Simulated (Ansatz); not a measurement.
Z-matrix (Å, degrees):
```
C
H 1 1.0938
H 1 1.0956 2 107.95
C 1 1.4917 2 110.23 3 120.53
C 4 1.3275 1 124.79 2 15.34
H 5 1.0839 4 121.64 1 177.59
H 5 1.0858 6 117.08 4 -178.81
H 4 1.0893 5 118.88 6 1.09
C 1 1.5264 2 108.86 3 -117.75
H 9 1.0923 1 109.89 2 59.78
H 9 1.1005 10 107.49 1 -119.19
O 9 1.4064 10 106.46 11 -119.10
H 12 0.9639 9 107.43 10 -168.78
```
Charge 0, multiplicity 1.

The numbers are results of frozen-core CCSD(T)/cc-pVTZ // PBE0-D4/def2-TZVP (Ansatz, a first-principles code), not measurements.

* **HF energy**: -231.04702 Ha
* **MP2 correlation energy**: -0.91758 Ha

Task: Estimate the CCSD correlation energy, the (T) correction, the total energy and the T1 diagnostic.

Result: 
* **CCSD correlation energy**: -0.95845 Ha
* **(T) correction**: -0.03927 Ha
* **CCSD(T) total energy**: -232.04473 Ha
* **T1 diagnostic**: 0.010
